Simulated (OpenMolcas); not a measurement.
An atom or ion with 48 electrons was computed by MS-RASPT2, IPEA 0.25 Eh, imaginary shift 0.1 Eh with spin-orbit coupling (OpenMolcas, ANO-RCC-VTZP, DKH2). The lowest levels that the run gave, each within 12 % of the measured value where one is at hand:

| J | Parity | E (cm⁻¹) | g |
| --- | --- | --- | --- |
| 0 | even | 0.0 |  |
| 0 | odd | 54240 |  |
| 1 | odd | 55650 | 1.498 |
| 2 | odd | 58960 | 1.501 |
| 1 | odd | 79310 | 1.003 |

**Question.** Which ion is it, and what are the configurations and terms?

**Answer.** Sn III (Z = 50, charge +2; active space 2 electrons in 9 orbitals (RAS2 5s 5p; RAS3 5d, at most 2 electrons)). J, parity and g give the terms where levels are pure, and mixed ones are named by the computed weights; the size of the splittings, set against known spectra of the 48-electron sequence, gives the charge. In order, with the measured energies in cm⁻¹ (Moore, Atomic Energy Levels, vol. III, NSRDS-NBS 35 (1971 reprint of NBS Circular 467, 1958)): 5s² ¹S₀, 5s 5p ³P°₀ (53548), 5s 5p ³P°₁ (55196), 5s 5p ³P°₂ (59229), 5s 5p ¹P°₁ (79911).

Active for correlation alone: 5d; no level in the range computed is led by a configuration that fills it, so any true level of that kind is missing. Measured partners are found by configuration, term and J. A level has none where our copy of the source lacks it or the pairing is in doubt (some pairs that miss far off the trend of their configuration count as doubtful), and it then counts in no deviation. Levels of configurations outside the active space are missing.

° marks odd parity.
